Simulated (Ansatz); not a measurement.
```yaml
crystal:
  periodic: [false, false, false]
  atoms:
    - {symbol: F, position_ang: [1.819109, -0.638286, 1.001186]}
    - {symbol: B, position_ang: [0.624369, -0.847731, 0.567981]}
    - {symbol: F, position_ang: [0.037641, -1.930595, 0.977401]}
    - {symbol: Si, position_ang: [-0.432149, 0.549601, -0.439803]}
    - {symbol: H, position_ang: [0.469685, 1.652827, -0.969568]}
    - {symbol: H, position_ang: [-1.443343, 1.255360, 0.464645]}
    - {symbol: H, position_ang: [-1.098000, -0.060505, -1.652827]}
basis:
  gaussian: {orbitals: aug-pcseg-2}
total_charge: 4
hamiltonian: {xc: {name: BHLYP}, dispersion: d3bjatm}
output: {forces: true}
```

```sh
$ ansatz run in.yaml --threads 4 --pin off --events-out ev --progress --plain --max-ram 10444MiB
```

Output, abridged:

```
Functional definition: BHLYP
  name "BHLYP"
  cite "Becke, J. Chem. Phys. 98, 1372 (1993) doi:10.1063/1.464304"
  cite "Becke, Phys. Rev. A 38, 3098 (1988) doi:10.1103/PhysRevA.38.3098"
  cite "Lee, Yang & Parr, Phys. Rev. B 37, 785 (1988) doi:10.1103/PhysRevB.37.785"
  parameter a = 0.5
  exchange = (1 - a)*b88_x + a*exact_x
  correlation = lyp_c
1219 factors; their error is unknown
mean field evaluation 1: about -13887.5759 eV, gradient 1.8e2 eV
mean field evaluation 2: about -12945.5884 eV, gradient 3.6e2 eV
mean field evaluation 4: about -13872.6515 eV, gradient 1.2e2 eV
mean field evaluation 8: about -13918.6244 eV, gradient 9.5e1 eV
mean field evaluation 16: about -13947.6561 eV, gradient 2.3e-1 eV
mean field evaluation 32: about -13947.6951 eV, gradient 1.7e0 eV
mean field -13947.78309917 eV, -512.5715747475 hartree, gradient 3.8e-5 eV, S^2 0.000000; 2 other end points of the search recorded, 0 dependent functions left out
the calculation of the forces begins
reference -13947.78324533 eV, -512.5715801189 hartree; 18, 18 occupied and 239, 239 virtual orbitals, 1219 factors
Total energy: -13947.93364924 eV, -512.5771073606 hartree
Atom 0 at     1.819109    -0.638286     1.001186 Å, force    -1.029666     2.777393    -2.067334 eV/Å
Atom 1 at     0.624369    -0.847731     0.567981 Å, force     6.826206    -9.437327     7.116148 eV/Å
Atom 2 at     0.037641    -1.930595     0.977401 Å, force    -2.449837     1.587962    -1.864180 eV/Å
Atom 3 at    -0.432149     0.549601    -0.439803 Å, force    -5.677436    -1.738885    -0.546010 eV/Å
Atom 4 at     0.469685     1.652827    -0.969568 Å, force     3.118686     5.649545    -2.346697 eV/Å
Atom 5 at    -1.443343     1.255360     0.464645 Å, force    -1.046939     3.026486     3.057990 eV/Å
Atom 6 at    -1.098000    -0.060505    -1.652827 Å, force     0.258986    -1.865174    -3.349916 eV/Å
Dipole moment:    -1.440951     2.335039    -1.741454 e Å
```

(1) Something in this input is off. What?

Answers

(1) The charge is far from anything that the molecule holds. The run converged. The result belongs to that input, not to the molecule as meant.
